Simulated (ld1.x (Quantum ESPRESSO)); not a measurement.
u(r) = r·R(r): atom against pseudo-atom (W (Z = 74))

Columns: radius, all-electron u(r) and pseudo u(r) of the 6s shell (level -5.45 eV) of tungsten in the configuration [Xe] 4f14 5d4.5 6s1.5 6p0; PBEsol, scalar-relativistic, TM semilocal scheme, ld1.x (Quantum ESPRESSO) 7.5.

```tsv
r (bohr)	all-electron	pseudo
0.180	0.0991	-0.0222
0.360	-0.1831	-0.0453
0.540	0.0365	-0.0703
0.720	0.2553	-0.0983
0.900	0.2861	-0.1309
1.080	0.1824	-0.1702
1.260	0.0214	-0.2187
1.440	-0.1461	-0.2787
1.620	-0.2945	-0.3505
1.800	-0.4140	-0.4296
1.980	-0.5037	-0.5056
2.160	-0.5661	-0.5661
2.340	-0.6053	-0.6053
2.520	-0.6255	-0.6255
2.700	-0.6307	-0.6307
2.880	-0.6241	-0.6241
3.060	-0.6086	-0.6086
3.240	-0.5865	-0.5865
3.420	-0.5598	-0.5598
3.600	-0.5300	-0.5300
3.780	-0.4983	-0.4983
3.960	-0.4658	-0.4658
4.140	-0.4333	-0.4333
4.320	-0.4012	-0.4012
4.500	-0.3702	-0.3702
4.680	-0.3404	-0.3404
```

(1) How many radial nodes do the two functions have?

(2) At about which radius was the pseudo-wave matched?

(3) Is the pseudo-wave norm-conserving?

Results:

(1) The all-electron 6s function has n − l − 1 = 5 (the table is too coarse to show those close to the nucleus); the pseudo-wave has 0, since the states of the same l below it are removed with the core.

(2) 2.30 bohr, where the columns begin to agree (steps of 0.18 bohr).

(3) Yes: the TM semilocal scheme keeps the norm inside the radius equal to the all-electron one, which fixes the energy derivative of the logarithmic derivative at the level.
